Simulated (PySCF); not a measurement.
**The halides of silicon, SiF₂ to SiBr₂**

Level: PBE0 in the def2-TZVP basis family, all electrons, no relativity, computed in PySCF with density fitting; open shells unrestricted.

Each entry is the lowest minimum that a search over a few typed start shapes (and spin states, where more than one is plausible) found, or that minimum re-optimised at the stated level; isomers with ligand–ligand bonds, or fragments after loss of a ligand pair, can lie lower.

```
molecule  2S+1  point group  mean bond to Si (Å)  highest ω (cm⁻¹)  lowest ω (cm⁻¹)  dipole (D)  gap (eV)
    SiF₂     ?            ?                    ?                 ?                ?           ?         ?
   SiCl₂     1          C2v                2.078               522              199        0.87      4.88
   SiBr₂     1          C2v                2.249               408              124        0.86      4.46
```

Q: Fill in the row of SiF₂.

A: 2S+1: 1; point group: C2v; mean bond to Si (Å): 1.601; highest ω (cm⁻¹): 871; lowest ω (cm⁻¹): 337; dipole (D): 1.09; gap (eV): 6.17.

The bond lengthens at every step; the largest change, 0.477 Å, falls between SiF₂ and SiCl₂ among the members listed.

Left out of the table are members whose search was unfinished or whose lowest solution was spin-contaminated, unstable, very soft or bonded differently.
